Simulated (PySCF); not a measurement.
A series of derivatives of N#C[SiH](N)C#N

Parent skeleton `[N:1]#[C:2][SiH:3]([NH2:4])[C:5]#[N:6]`; one hydrogen on atom 3 is replaced by X. Hydrogens on one atom are averaged.

Computational details: NMR shieldings at PBE0/pcSseg-1/GIAO, GFN2-xTB structure, in PySCF 2.14.0 with density-fitted response routines (one conformer, no solvent model, non-relativistic Hamiltonian, averaged over atoms made equivalent by symmetry, fast rotation or ring inversion).

Scale: NH3 for $^{15}$N; $^{13}$C and $^{29}$Si vs TMS (reference shieldings calculated alike).

Parent (X = H): N1/N6 363.6, C2/C5 121.7, Si3 -76.1, N4 12.4 ppm. Effects are Δδ = δ(X) − δ(H), positive for deshielding.

Q: Order these by the shift of N1/N6, most shielded first.
A. X = CH2CN
B. X = OC2H5
C. X = CF3
D. X = ethynyl

A: B (-6.0 ppm), D (-3.1 ppm), A (+0.7 ppm), C (+4.8 ppm).

Q: Order these by the shift of N4, most shielded first.
A. X = OC2H5
B. X = ethynyl
C. X = SH
D. X = CF3

A: D (+5.7 ppm), C (+11.7 ppm), B (+13.8 ppm), A (+24.2 ppm).

Q: Order these by the shift of C2/C5, most shielded first.
A. X = CF3
B. X = NHSiH3
C. X = OC2H5

A: A (-1.8 ppm), C (+0.5 ppm), B (+2.2 ppm).

Experimental scales use liquid or dissolved standards, which lie at an offset from isolated NH3 (liquid NH3: subtract about 20 ppm). Unscaled 15N shifts of sp2 nitrogen come out 20 to 40 ppm too high even then.
